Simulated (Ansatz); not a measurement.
Input (FCI/cc-pVQZ; Ansatz, a quantum-chemistry and plane-wave program):

Ansatz 0.2 input:
```yaml
crystal:
  periodic: [false, false, false]
  atoms:
    - {symbol: Ga, position_ang: [-0.00000000, -0.00000000, -0.05077840]}
    - {symbol: H, position_ang: [0.00000000, 0.00000000, 1.57413054]}
basis:
  gaussian:
    orbitals: cc-pVQZ
magnetization: {spin_polarized: true, initial_magnetization: 2}
correlation: {method: fci, electrons: outside_noble_gas}
```

Output:

```
Functional definition: HF
integrals: 0.26 GiB planned
1112 factors; integrals over basis functions are off by at most 2.6e-7 eV
mean field: 0.39 GiB planned
mean field evaluation 1: about -52348.3071 eV, gradient 5.6e0 eV
mean field evaluation 2: about -52348.3195 eV, gradient 5.6e0 eV
mean field evaluation 4: about -52348.9137 eV, gradient 1.5e0 eV
mean field evaluation 8: about -52348.9667 eV, gradient 2.1e-1 eV
mean field evaluation 16: about -52348.2978 eV, gradient 5.0e0 eV
mean field evaluation 32: about -52348.9692 eV, gradient 3.0e-6 eV
mean field -52348.96919408 eV, -1923.7891344765 hartree, gradient 3.0e-6 eV, S^2 2.015581; 2 other end points of the search recorded, 0 dependent functions left out
14 core orbitals not correlated
reference -52348.85752870 eV, -1923.7850308497 hartree; 3, 1 occupied and 81, 83 virtual orbitals, 1112 factors
configuration interaction: 2.45 GiB planned
state -52350.56605861 eV, -1923.8478181659 hartree
Total energy: -52350.56605861 eV, -1923.8478181659 hartree
```

This triplet is an excited state, 2.0 eV above the singlet at CCSD(T)/cc-pV5Z (Ansatz).
